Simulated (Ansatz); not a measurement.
Consider the ligand exchange at a B–S bond: `[SiH3]BS[SiH3]` + `OCO` → `OCOB[SiH3]` + `[SiH3]S`.

Gas-phase electronic energies from Ansatz, PBE0-D4/def2-TZVP geometries. CCSD(T)/CBS is the MP2 limit (def2-TZVPP, def2-QZVPP) plus CCSD(T) − MP2 in def2-TZVPP, frozen cores. This one scheme is used for every species. DFT in def2-TZVPP. One conformer a species, not always the lowest.

`[SiH3]BS[SiH3]`:

Z-matrix (Å, degrees):
```
Si
B 1 2.010
H 1 1.491 2 109.7
H 1 1.491 2 109.6 3 117.7
H 1 1.488 2 112.9 3 -121.1
S 2 1.774 1 119.7 3 121.5
H 2 1.198 1 120.9 3 -58.5
Si 6 2.159 2 99.8 1 -180.0
H 8 1.484 6 107.4 2 179.9
H 8 1.482 6 109.5 2 60.4
H 8 1.482 6 109.5 2 -60.5
```

`OCO`:

```xyz
7

O    -0.948   -0.256    0.722
C     0.315    0.099    0.244
O     0.394    0.081   -1.151
H    -1.581    0.391    0.393
H     1.007   -0.615    0.702
H     0.593    1.117    0.535
H     0.220   -0.818   -1.446
```

`OCOB[SiH3]`:

```xyz
12

O     1.128   -1.034    0.967
C    -0.180   -1.403    0.708
O    -1.088   -0.332    0.920
B    -1.010    0.804    0.194
Si    0.350    1.177   -1.272
H     1.227   -0.874    1.910
H    -0.213   -1.717   -0.337
H    -0.523   -2.213    1.357
H    -1.814    1.642    0.501
H     0.929   -0.034   -1.917
H     1.469    1.973   -0.691
H    -0.276    2.008   -2.340
```

`[SiH3]S`:

Z-matrix (Å, degrees):
```
Si
S 1 2.137
H 1 1.485 2 111.6
H 1 1.485 2 111.6 3 -122.0
H 1 1.482 2 104.8 3 119.0
H 2 1.344 1 94.7 3 60.9
```

```tsv
level	ΔE (kJ/mol)
PBE0-D4	-28.0
B2PLYP	-36.2
SCS-MP2/def2-TZVPP	-35.5
HF/CBS(def2)	-46.0
```

Q: What does CCSD(T)/CBS give? (Estimate.)

A: The calculation gave: -32.6 kJ/mol. The listed levels differ from it by 4.6, -3.6, -2.9, -13.4 kJ/mol.

Largest T1 diagnostic among the species: 0.015.

In def2-TZVPP, CCSD(T) changes the Hartree–Fock value by +9.5 kJ/mol (the triples alone add +2.3 kJ/mol) and MP2 by +14.4 kJ/mol.
